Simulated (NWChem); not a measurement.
System: CsCl; SMILES [Cl][Cs]

Input file for NWChem:

```
start job
memory heap 200 mb stack 700 mb global 900 mb
geometry units angstroms noautosym nocenter noautoz
  Cs     0.000000     0.000000    -0.709766
  Cl     0.000000     0.000000     2.230299
end
basis spherical
  * library def2-svpd
end
ecp
  Cs library def2-ecp
end
dft
  xc pbe0
  iterations 150
end
tddft
  cis
  nroots 6
  notriplet
end
task tddft energy
```

Geometry: optimised at PBE-D3(BJ)/def2-SVP. def2 effective core potentials on Cs; no spin-orbit coupling.

Vertical excitations in the gas phase.

Q: Give the results of this calculation. (PBE0/def2-SVPD with def2 effective core potentials on Cs, TDA.) Quantities: basis functions; lowest excitation, singlet (eV); oscillator strength of that lowest state; lowest state with f > 0.02, singlet (eV); oscillator strength of that bright state; orbital gap (eV).

A: 
| Property | Value |
|---|---|
| number of basis functions | 54 |
| lowest excitation, singlet (eV) | 3.98 |
| oscillator strength of that lowest state | 0.007 |
| lowest state with f > 0.02, singlet (eV) | 4.10 |
| oscillator strength of that bright state | 0.064 |
| orbital gap (eV) | 4.80 |
